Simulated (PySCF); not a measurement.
All of these have the formula C4H6Se. Theory: TDDFT PBE0/def2-SVPD, vertical, gas phase, core orbitals frozen in the response (PySCF). Geometries: PBE0-D3(BJ)/def2-SVP; one conformer of each isolated species. Triplets are in the Tamm–Dancoff approximation. 'Strongest' means the level of largest summed f among the lowest 10 singlets; it needn't be the same kind of state in each. Relativistic effects are left out although some hold elements past zinc.

Question: Rank by computed lowest singlet excitation energy, lowest first.
A. `C1C=C[Se]C1`
B. `C#CC[Se]C`
C. `CC#CC[SeH]`
D. `[Se]=CC1CC1`

Answer: D (2.19 eV), A (4.16 eV), B (4.49 eV), C (4.64 eV).

| SMILES | S1 (eV) | first f ≥ 0.01 (nm) | f (strongest) | f (S1) | gap (eV) | LUMO (eV) | S1 mainly |
| --- | --- | --- | --- | --- | --- | --- | --- |
| [Se]=CC1CC1 | 2.19 | 255 | 0.39 | 0.000 | 3.82 | -2.25 | H→L (100%) |
| C1=C[Se]CC1 | 4.16 | 249 | 0.10 | 0.002 | 5.63 | -0.13 | H→L (91%) |
| C#CC[Se]C | 4.49 | 234 | 0.08 | 0.003 | 5.98 | -0.29 | H→L (96%) |
| CC#CC[SeH] | 4.64 | 231 | 0.09 | 0.002 | 6.18 | -0.38 | H→L (95%) |

H and L stand for HOMO and LUMO.
